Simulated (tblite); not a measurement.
Species: CH9BrSSi4.
Numbering: `[SiH3:1][Si@@:2]1([SiH2:3][Br:4])[SiH2:5][CH2:6][S:7]1` (hydrogens: H8, H9, H10 on Si1; H11, H12 on Si3; H13, H14 on Si5; H15, H16 on C6)

Computed with GFN2-xTB (tblite), gas phase: L-BFGS steps from a force-field or distance-geometry start until the largest atomic force falls under 0.01 eV/Å.

Step 33: E = -571.5714 eV
```
atom  x, y, z in Å  |  force x, y, z in eV/Å
Si1     0.8360    2.1956    0.6931   -0.003   0.056   0.027
Si2     0.3874    0.0045   -0.0509   -0.063  -0.052   0.029
Si3     2.2368   -1.3550   -0.4160   -0.003   0.002  -0.006
Br4     2.8845   -1.6386    1.7130    0.044  -0.006   0.040
Si5    -1.6680   -0.9935    0.5940    0.016  -0.014   0.001
C6     -2.2797   -0.1042   -0.9869    0.002  -0.034   0.005
S7     -0.7534    0.2393   -1.9351    0.049   0.023  -0.034
H8      1.8528    2.8584   -0.1320   -0.022  -0.010   0.023
H9     -0.4150    2.9545    0.5852    0.048   0.049   0.036
H10     1.2874    2.1955    2.0861   -0.013  -0.019  -0.049
H11     3.4296   -0.7648   -1.0199   -0.026  -0.006  -0.018
H12     2.1454   -2.7312   -0.8955   -0.014   0.003  -0.016
H13    -2.4578   -0.5713    1.7532    0.034  -0.029   0.012
H14    -1.7946   -2.4438    0.3979    0.003   0.028   0.046
H15    -2.7615    0.8495   -0.7718   -0.012  -0.020  -0.082
H16    -2.9375   -0.6859   -1.6259   -0.042   0.026  -0.014
```

Step 34: E = -571.5728 eV
```
atom  x, y, z in Å  |  force x, y, z in eV/Å
Si1     0.8367    2.1934    0.6951    0.003   0.100   0.039
Si2     0.3841    0.0052   -0.0454   -0.033  -0.095   0.025
Si3     2.2365   -1.3556   -0.4137   -0.051   0.037  -0.030
Br4     2.8940   -1.6392    1.7089    0.053  -0.012   0.075
Si5    -1.6719   -0.9947    0.5962    0.026   0.016  -0.044
C6     -2.2792   -0.1062   -0.9890   -0.009  -0.030  -0.009
S7     -0.7501    0.2428   -1.9321    0.032   0.017  -0.022
H8      1.8543    2.8541   -0.1320   -0.030  -0.016   0.025
H9     -0.4121    2.9577    0.5888    0.057   0.040   0.034
H10     1.2914    2.2006    2.0874   -0.016  -0.027  -0.054
H11     3.4240   -0.7624   -1.0236   -0.014  -0.002  -0.023
H12     2.1421   -2.7300   -0.8958   -0.013  -0.009  -0.018
H13    -2.4619   -0.5703    1.7531    0.022  -0.023   0.024
H14    -1.7951   -2.4450    0.4035   -0.001   0.019   0.042
H15    -2.7675    0.8459   -0.7799    0.008  -0.021  -0.061
H16    -2.9330   -0.6874   -1.6331   -0.032   0.006  -0.003
```

Step 35: E = -571.5747 eV
```
atom  x, y, z in Å  |  force x, y, z in eV/Å
Si1     0.8379    2.1921    0.6987    0.004   0.111   0.036
Si2     0.3790    0.0045   -0.0369    0.011  -0.110   0.025
Si3     2.2350   -1.3557   -0.4107   -0.093   0.063  -0.042
Br4     2.9092   -1.6404    1.7045    0.053  -0.015   0.092
Si5    -1.6772   -0.9961    0.5985    0.026   0.053  -0.088
C6     -2.2788   -0.1095   -0.9923   -0.019  -0.016  -0.039
S7     -0.7448    0.2481   -1.9281    0.000   0.003   0.001
H8      1.8560    2.8472   -0.1317   -0.027  -0.016   0.018
H9     -0.4068    2.9628    0.5947    0.049   0.038   0.030
H10     1.2971    2.2076    2.0886   -0.013  -0.035  -0.038
H11     3.4150   -0.7587   -1.0294   -0.002   0.001  -0.028
H12     2.1366   -2.7281   -0.8966   -0.011  -0.017  -0.016
H13    -2.4675   -0.5689    1.7531    0.010  -0.017   0.032
H14    -1.7956   -2.4466    0.4125   -0.007   0.004   0.034
H15    -2.7761    0.8404   -0.7926    0.034  -0.023  -0.027
H16    -2.9265   -0.6898   -1.6437   -0.018  -0.027   0.009
```

**Question.** Estimate the geometry and energy of step 36. (The exact step hangs on the optimiser's Hessian estimate; all steps are aligned on step 35, rigid shifts and turns removed.)

**Answer.** E = -571.5768 eV, largest force 0.129 eV/Å
```
atom  x, y, z in Å  |  force x, y, z in eV/Å
Si1     0.8395    2.1921    0.7039    0.001   0.079   0.019
Si2     0.3730    0.0019   -0.0260    0.048  -0.079   0.028
Si3     2.2314   -1.3547   -0.4076   -0.098   0.063  -0.035
Br4     2.9289   -1.6421    1.7006    0.041  -0.012   0.073
Si5    -1.6835   -0.9968    0.5999    0.010   0.075  -0.105
C6     -2.2785   -0.1136   -0.9972   -0.021   0.002  -0.070
S7     -0.7384    0.2546   -1.9231   -0.031  -0.013   0.024
H8      1.8576    2.8381   -0.1312   -0.011  -0.006   0.000
H9     -0.3996    2.9693    0.6024    0.024   0.047   0.024
H10     1.3041    2.2157    2.0897   -0.003  -0.042   0.001
H11     3.4036   -0.7539   -1.0372    0.002   0.001  -0.027
H12     2.1294   -2.7256   -0.8978   -0.008  -0.015  -0.008
H13    -2.4741   -0.5673    1.7534    0.006  -0.012   0.026
H14    -1.7961   -2.4484    0.4239   -0.015  -0.004   0.022
H15    -2.7862    0.8333   -0.8085    0.058  -0.018   0.012
H16    -2.9186   -0.6935   -1.6565   -0.005  -0.066   0.016
```

The energy changes by -0.0021 eV. The first-order estimate −F·Δx gives -0.0028 eV and the mean of the old and new forces, exact on a quadratic surface, -0.0020 eV. The step makes an angle of 78° with the force vector and moves no atom by more than 0.020 Å.

The cost below is that of the whole relaxation. On Arm Neoverse V1, one thread, shared host with 32 logical CPUs at a one-minute load of 37, this took 1.4 s wall.
